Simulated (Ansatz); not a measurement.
Coupled-cluster diagnostics for (ZnTe)2 ring (Zn₂Te₂), Ansatz.

Geometry of the singlet (r2SCAN-D4/def2-SVP):

```xyz
4

Zn    1.053   -0.215   -0.611
Te   -0.347   -2.178    0.171
Zn   -1.053    0.215    0.611
Te    0.347    2.178   -0.171
```

In the def2 sets Te takes a core potential; there is no spin–orbit coupling. Correlated methods freeze 26 core orbitals; core or outer-core shells of Te are correlated, in sets that lack core-valence functions.

Task: Estimate the CCSD(T) correlation energy, the shares of MP2 and (T), T1 and the reference's ⟨S²⟩ for: charge 0, singlet, own geometry in def2-SVP; charge 1, doublet, vertical in def2-SVP; and the rough time on 4 threads of Arm Neoverse V1 on a shared host.

Result: 
```json
{"state": "charge 0, singlet, own geometry", "basis": "def2-SVP", "correlation (eV)": "-22.220", "MP2 share (%)": "100.5", "(T) share (%)": "3.3", "T1": "0.013", "⟨S²⟩ (pure)": "0.00 (0.00)", "wall time": "5.5 s"}
{"state": "charge 1, doublet, vertical", "basis": "def2-SVP", "correlation (eV)": "-21.836", "MP2 share (%)": "99.2", "(T) share (%)": "3.7", "T1": "0.041", "⟨S²⟩ (pure)": "0.76 (0.75)", "wall time": "26 s"}
```
Customary marks for T1 are 0.02 (closed shells), 0.045 (open shells) and about 0.05 (3d metals). T1 exceeds 0.02 in 1 of 2 rows and 0.045 in 0; the higher it lies, the less the single-reference result can be trusted.
